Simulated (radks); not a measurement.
The numbers below are computed, except where a source is named.
Problem. The silicon ion Si11+, 3 electrons, occupied as [He] 2s1 (the NIST ground configuration). Code: a radial shooting solver on a logarithmic mesh with Libxc functionals. Model: scalar-relativistic Kohn-Sham, Slater X-alpha with alpha = 0.633, spin-polarised, spherical densities, point nucleus; open shells are filled with parallel spins first. Some entries of the table are withheld. Estimate them.

| orbital | occ. | eigenvalue (eV) | r(max) (bohr) |
|---|---|---|---|
| 1s up | 1 | (1) | 0.07266 |
| 1s down | 1 | (2) | 0.07269 |
| 2s up | 1 | -499.8360 | 0.4057 |
| 2s down | 0 | -480.0823 | 0.4048 |

Solution. 
(1) 1s up eigenvalue (eV): -2265.189
(2) 1s down eigenvalue (eV): -2261.534
